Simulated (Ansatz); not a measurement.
PBE exchange is replaced step by step with exact exchange (0 % is PBE, 25 % PBE0; no dispersion term), basis def2-SVP, Ansatz. System: ZrCu₄⁺. The state is a doublet with charge 1. Geometry: PBE-D4/def2-SVP.

Geometry of the doublet:

| atom | x (Å) | y (Å) | z (Å) |
| --- | --- | --- | --- |
| Zr1 | -0.785 | 0.153 | -1.292 |
| Cu2 | -0.651 | -1.834 | 0.316 |
| Cu3 | -0.701 | 0.421 | 1.233 |
| Cu4 | 1.367 | -0.550 | -0.139 |
| Cu5 | 0.771 | 1.810 | -0.118 |

In the def2 sets Zr takes a core potential; there is no spin–orbit coupling. At PBE with 15 % exact exchange/def2-SVP, PBE0-D4/def2-SVP, PBE with 40 % exact exchange/def2-SVP the charge 1 doublet is spin-contaminated (final ⟨S²⟩ up to 1.25, 0.75 for a pure state). At PBE0-D4/def2-TZVP a quartet of charge 1 lies 0.16 eV below the doublet, each at its own geometry. The structure comes from a short search, and lower isomers may exist.

HOMO and LUMO are taken over both spins.

```tsv
exact exchange (%)	HOMO (eV)	LUMO (eV)	gap (eV)	⟨S²⟩
0	-8.33	-7.81	0.53	0.756
10	-8.53	-7.38	1.16	0.822
15	-8.64	-7.15	1.49	0.922
25	-8.88	-6.75	2.13	1.082
40	-9.23	-6.19	3.04	1.253
```
